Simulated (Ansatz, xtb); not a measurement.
# Two isomers of C7H8S

We compare I, `CC1=CC=CC(=S)C1`, a singlet, with II, `C/C=C/c1ccsc1`, a singlet. Both are isolated molecules in the gas phase, relaxed with PBE0-D3(BJ)/def2-SVP, each in the lowest conformer that the search found.

Question: Which of the two would you expect CCSD(T)/def2-SVP + ΔMP2/def2-TZVPP electronic energies to favour?

Answer: Structure II; the calculation gives E(II) − E(I) = −0.296 eV.

How the difference moves with the method:

```json
{"level": "GFN2-xTB", "geometry": "GFN2-xTB", "E(II) − E(I) (eV)": "+0.098", "departure from the last row (eV)": "+0.394", "job, with rough time for the two": "optimisation, 0.15 s"}
{"level": "HF/STO-3G", "geometry": "GFN2-xTB", "E(II) − E(I) (eV)": "−0.750", "departure from the last row (eV)": "−0.454", "job, with rough time for the two": "single point, 0.58 s"}
{"level": "r2SCAN-D4/def2-SVP", "geometry": "GFN2-xTB", "E(II) − E(I) (eV)": "−0.072", "departure from the last row (eV)": "+0.224", "job, with rough time for the two": "single point, 5.3 s"}
{"level": "PBE0-D3(BJ)/def2-SVP", "geometry": "PBE0-D3(BJ)/def2-SVP", "E(II) − E(I) (eV)": "−0.096", "departure from the last row (eV)": "+0.200", "job, with rough time for the two": "optimisation, 37 s"}
{"level": "HF/def2-SVP", "geometry": "PBE0-D3(BJ)/def2-SVP", "E(II) − E(I) (eV)": "−0.011", "departure from the last row (eV)": "+0.285", "job, with rough time for the two": "part of the CCSD(T) run"}
{"level": "MP2/def2-SVP", "geometry": "PBE0-D3(BJ)/def2-SVP", "E(II) − E(I) (eV)": "−0.252", "departure from the last row (eV)": "+0.044", "job, with rough time for the two": "part of the CCSD(T) run"}
{"level": "CCSD(T)/def2-SVP", "geometry": "PBE0-D3(BJ)/def2-SVP", "E(II) − E(I) (eV)": "−0.101", "departure from the last row (eV)": "+0.195", "job, with rough time for the two": "single point"}
{"level": "CCSD(T)/def2-SVP + ΔMP2/def2-TZVPP", "geometry": "PBE0-D3(BJ)/def2-SVP", "E(II) − E(I) (eV)": "−0.296", "departure from the last row (eV)": "", "job, with rough time for the two": "single point, 2.5 min"}
```

As drawn, II has 3 C∷C, 2 C∷S in place of 3 C–C, 1 C=C, 1 C=S (∷ is an aromatic bond). Structure I has a 6-membered ring, II a 5-membered ring (with an aromatic ring).

GFN2-xTB puts the two in the other order. HF/def2-SVP finds them nearly level. The largest departure from CCSD(T)/def2-SVP + ΔMP2/def2-TZVPP is that of HF/STO-3G, 0.454 eV. The last row adds to CCSD(T) the change of the MP2 difference between the two basis sets, here −0.195 eV, a large step that makes the value less sure.

With thermal terms from frequencies at re-optimised GFN2-xTB minima (ideal gas, soft modes damped towards free rotors, one conformer each, 298.15 K, 1 atm): the zero-point term adds −0.022 eV; ΔH is −0.314 and ΔG −0.321 eV.

The correlated steps freeze 12 core orbitals. Codes used: Ansatz 0.2.0, xtb 6.7.1; the last row on 4 threads of Arm Neoverse V1 on a shared host.
